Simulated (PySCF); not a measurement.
Gas-phase XPS of `C=N/N=C\C(C)C`, computed

C₅H₁₀N₂.
Cartesian coordinates in Å at the PBE0-D3(BJ)/def2-SVP level; atoms count from 1:
```xyz
17
C5H10N2 angstrom
C      2.7453   -0.5374   -0.7241
N      2.2615    0.0143    0.3132
N      1.5646   -0.7165    1.1905
C      0.3111   -0.5223    1.3168
C     -0.5324    0.4101    0.4947
C     -1.1052   -0.3167   -0.7254
C     -1.6317    1.0354    1.3455
H      2.5704   -1.5964   -0.9750
H      3.3670    0.0707   -1.3891
H     -0.1799   -1.1103    2.1058
H      0.1488    1.2009    0.1319
H     -1.7253    0.3658   -1.3275
H     -0.3046   -0.7093   -1.3695
H     -1.7393   -1.1648   -0.4203
H     -1.2154    1.5916    2.1988
H     -2.2391    1.7337    0.7499
H     -2.3099    0.2629    1.7449
```

Computed, not measured: PySCF 2.14.0, delta-SCF UKS SCAN, pcX-2 on the ionised atom, pcseg-1 elsewhere, spin-free X2C. These are vertical core ionisation energies against the vacuum level, from separate self-consistent calculations with and without the core hole.

Give the core binding energies atom by atom.

```json
{"atom(s)": "C6/C7", "bonded to": "C and 3 H", "level": "C 1s", "binding energy (eV)": "290.70", "above the level's lowest (eV)": "0.00", "count": "2"}
{"atom(s)": "C5", "bonded to": "3 C and H", "level": "C 1s", "binding energy (eV)": "290.83", "above the level's lowest (eV)": "+0.13", "count": "1"}
{"atom(s)": "C4", "bonded to": "N (double bond), C and H", "level": "C 1s", "binding energy (eV)": "291.17", "above the level's lowest (eV)": "+0.47", "count": "1"}
{"atom(s)": "C1", "bonded to": "N (double bond) and 2 H", "level": "C 1s", "binding energy (eV)": "291.19", "above the level's lowest (eV)": "+0.49", "count": "1"}
{"atom(s)": "N3", "bonded to": "N and C (double bond)", "level": "N 1s", "binding energy (eV)": "405.30", "above the level's lowest (eV)": "0.00", "count": "1"}
{"atom(s)": "N2", "bonded to": "N and C (double bond)", "level": "N 1s", "binding energy (eV)": "405.71", "above the level's lowest (eV)": "+0.41", "count": "1"}
```

The listed C 1s values span 0.49 eV, from C6/C7 (bonded to C and 3 H) to C1 (bonded to N (double bond) and 2 H). The widest gap between neighbouring values is 0.34 eV, between 290.83 and 291.17 eV. Summing the Pauling electronegativity differences to the bonded atoms, each weighted by its formal bond order, gives -1.05 for the lowest site and +0.28 for the highest; the largest sum, +0.63, belongs to C4, 0.02 eV below the top. The values 291.17 and 291.19 eV lie too close for their order to be trusted.

The listed N 1s values span 0.41 eV, from N3 (bonded to N and C (double bond)) to N2 (bonded to N and C (double bond)). Summing the Pauling electronegativity differences to the bonded atoms, each weighted by its formal bond order, gives -0.98 for the lowest site and -0.98 for the highest; the sum is the same at every site.

Which photon energy gives electrons from C 1s of C5 a kinetic energy of 20 eV, and what is their de Broglie wavelength?

hν = 290.83 + 20 = 310.83 eV, recoil neglected; λ = 12.264 Å/√(E/eV) = 2.74 Å.

What is the C 1s shift of C5 against C1?

290.83 − 291.19 = -0.36 eV, or -35 kJ/mol.

One atom of each set of topologically equivalent atoms was ionised and stands for the set; in this conformer not all members are related by symmetry, and their own values weren't computed. The unrestricted hole states depart most from a pure doublet (⟨S²⟩ = 0.75; over 0.85 named) for N 1s of N2 (atom 2) (0.86), which makes this value less certain. The structure is a single PBE0-D3(BJ)/def2-SVP conformer in the gas phase; no vibrational or solvent corrections.
